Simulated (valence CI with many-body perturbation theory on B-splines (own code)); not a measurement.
## Tc²¹⁺: configurations and terms from energies and g

Computed by configuration interaction combined with many-body perturbation theory (CI+MBPT): four valence electrons over a frozen Dirac-Fock core [Ar], a basis of 7 s, 7 p, 8 d, 6 f, 4 g, 1 h functions for each j, with the one-electron correlation potential Σ1, the two-electron term Σ2, the three-electron term Σ3, Breit, model QED; selected CI, second order for the rest, scaled by the run's own slope (own B-spline code, finite nucleus).

No measured spectrum was set against this ion. As an estimate, terms of the open shell hold to 2 to 4 % of their energy, and close levels can change places. Only levels of the ground parity were solved; by the run's estimate the other parity begins above the list, which can be wrong where configurations are misplaced.

| No. | J | Parity | E (cm⁻¹) | g |
| --- | --- | --- | --- | --- |
| 2 | 1 | even | 12679 | 1.497 |
| 3 | 2 | even | 25146 | 1.483 |
| 4 | 3 | even | 35938 | 1.471 |
| 5 | 4 | even | 44511 | 1.444 |
| 9 | 5 | even | 102940 | 1.066 |
| 10 | 1 | even | 103100 | 1.417 |
| 11 | 2 | even | 105130 | 0.757 |
| 12 | 6 | even | 111130 | 1.131 |
| 18 | 5 | even | 147080 | 1.162 |
| 20 | 6 | even | 157970 | 1.030 |
| 21 | 1 | even | 159010 | 0.591 |

Energies count from the lowest level. Strongly mixed levels and levels close to another of their J and parity, and those with J = 0 are left out, so the numbers can have gaps.

(1) Give configuration and LS term of each level.

Answers

(1) 2: 3d4 5D; 3: 3d4 5D; 4: 3d4 5D; 5: 3d4 5D; 9: 3d4 3H; 10: 3d4 3P; 11: 3d4 3F; 12: 3d4 3H; 18: 3d4 3G; 20: 3d4 1I; 21: 3d4 3D.
